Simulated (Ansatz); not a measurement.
Compare A (`C[Si](N)(O)O[SiH3]`) with its isomer B (`CN([SiH3])[SiH](O)O`).

Calculated with Ansatz (gas phase, PBE0-D4/def2-TZVP geometries, no zero-point term in ΔE). CCSD(T)/CBS is the MP2 limit (def2-TZVPP, def2-QZVPP) plus CCSD(T) − MP2 in def2-TZVPP, frozen cores. DFT in def2-TZVPP. Each species was taken in one conformer, which may not be the lowest.

A:

```xyz
15

C     1.003   -1.998    0.161
Si    0.383   -0.341   -0.372
N     1.433    1.005   -0.210
O     0.017   -0.496   -1.965
O    -0.923    0.015    0.553
Si   -1.984    1.229    0.814
H     1.898   -2.278   -0.399
H     0.244   -2.765   -0.008
H     1.252   -1.993    1.224
H     1.567    1.437    0.690
H     2.271    1.067   -0.766
H    -0.209    0.312   -2.428
H    -3.185    0.669    1.481
H    -1.380    2.267    1.692
H    -2.388    1.867   -0.468
```

B:

Z-matrix (Å, degrees):
```
C
N 1 1.465
H 1 1.094 2 110.5
H 1 1.095 2 112.3 3 -120.0
H 1 1.094 2 110.9 3 118.8
Si 2 1.725 1 116.4 3 -162.8
Si 2 1.721 1 115.4 3 24.6
H 6 1.491 2 113.5 1 -75.3
H 6 1.487 2 109.6 1 163.7
H 6 1.488 2 108.6 1 44.2
O 7 1.634 2 114.3 1 62.7
O 7 1.638 2 109.3 1 -177.0
H 7 1.478 2 108.2 1 -52.2
H 11 0.959 7 117.7 2 72.4
H 12 0.958 7 118.5 2 41.9
```

Problem. Which isomer does CCSD(T)/CBS put lower? Give the gap. (Best estimate.)

Solution. Ansatz gave: A, by 35.0 kcal/mol.

Problem. Give E(B) − E(A) in kcal/mol with PBE-D4, r2SCAN-D4, ωB97M-V, PBE0-D4, B2PLYP, CCSD(T)/def2-TZVPP, HF/def2-TZVPP. (Best estimate.)

Solution. Ansatz gave: PBE-D4 32.7, r2SCAN-D4 35.8, ωB97M-V 35.1, PBE0-D4 34.0, B2PLYP 35.4, CCSD(T)/def2-TZVPP 34.3, HF/def2-TZVPP 37.7. None reverses the order clearly.

Largest T1 diagnostic: 0.011.

The D4 term adds −0.7 kcal/mol with B3LYP and −0.3 kcal/mol with PBE0; it sums over pairs of atoms, weighted by their polarisabilities, and B3LYP, whose exchange is more repulsive, gets the larger term. From PBE to PBE0 (25 % exact exchange), in def2-TZVPP and without D4, E(B) − E(A) moves by +1.1 kcal/mol.

B3LYP here is the variant with VWN-RPA as its local correlation; programs differ in this.
